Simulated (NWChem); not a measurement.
System: C₄H₉O₂, doublet; SMILES COCC(C)[O]

The following NWChem deck was run.

```
start job
memory heap 200 mb stack 900 mb global 1100 mb
geometry units angstroms noautosym nocenter noautoz
  C      0.522144    -1.846564    -0.477334
  O     -0.707343    -1.197093    -0.198955
  C     -0.639559    -0.294543     0.859915
  C      0.082200     1.077341     0.477059
  C     -0.585435     1.744275    -0.731287
  O      1.401341     0.815045     0.315896
  H      1.302498    -1.105234    -0.709980
  H      0.351227    -2.496436    -1.338656
  H      0.855687    -2.449339     0.380178
  H     -0.114597    -0.715510     1.728679
  H     -1.669360    -0.041374     1.129991
  H     -0.075956     1.676352     1.398929
  H     -0.052292     2.666136    -0.984170
  H     -0.557235     1.077089    -1.597335
  H     -1.631401     1.997198    -0.519626
end
basis spherical
  C library def2-svp
  O library def2-svp
  H library def2-svp
end
dft
  odft
  mult 2
  xc xpbe96 cpbe96
  iterations 150
end
cosmo
  do_cosmo_smd true
  solvent meg
end
task dft energy
```

Geometry: optimised at B3LYP/6-31G* (spherical d), spin-unrestricted. No stability test was run on the SCF state. Solvent: ethylene glycol.

Level: PBE/def2-SVP with SMD (1 M gas to 1 M solution), gas-phase geometry. Reactions with the solvent are ignored.

Q: Predict the main results of this run. (PBE/def2-SVP, spin-unrestricted, SMD on the gas-phase geometry.) Quantities: solvation free energy (kcal/mol); cavity-dispersion-structure term (kcal/mol); dipole in solution (D).

A: 
```
Item                                         Value
-------------------------------------------  -----
solvation free energy (kcal/mol)              -3.2
cavity-dispersion-structure term (kcal/mol)    4.7
dipole in solution (D)                        2.58
```
